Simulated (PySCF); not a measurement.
# Computed properties of Zn(I)(NH2) (H2INZn), SMILES [NH2][Zn][I]

H2INZn, SMILES [NH2][Zn][I]. Geometry: B3LYP-D3(BJ)/def2-SVP. The def2 effective core potentials stand for the cores of I; spin–orbit coupling is left out. The values are those of a single conformer. All values are computed for the isolated molecule unless a solvent is named; none is compared with measurement here.

**Structure.** The optimised structure has Cs symmetry. All 9 harmonic modes at B3LYP-D3(BJ)/def2-SVP (PySCF) are real, so it is a minimum. With heavy atoms numbered as in [Zn:1]([I:2])[NH2:3], the shortest bond between them is Zn1–N3 at 1.832 Å and the longest Zn1–I2 at 2.447 Å.

**Vibrations.** The strongest infrared lines (harmonic, unscaled, degenerate partners summed) lie at 457 cm⁻¹ (149 km/mol, H 71 %, N 27 %), 667 cm⁻¹ (41 km/mol, N 58 %, Zn 22 %, H 20 %), 755 cm⁻¹ (18 km/mol, H 89 %, N 10 %). The softest mode is at 105 cm⁻¹ and the zero-point energy is 15.7 kcal/mol.

**Electronic structure.** CAM-B3LYP/def2-TZVPD (PySCF) places the frontier levels at -8.67 and -0.47 eV, a gap of 8.20 eV, and gives a dipole moment of 1.88 D and a mean polarisability of 70.6 bohr³.

**Excitations.** TDA-M06-2X/def2-SVPD (PySCF) has S1 at 4.99 eV (248 nm, f = 0.034, weak); the most intense of the 10 singlets computed lies at 5.51 eV (f = 0.08). T1 (TDA) is at 4.47 eV, 0.52 eV under S1. No vertical singlet excitation falls in the visible range (under 3.1 eV).
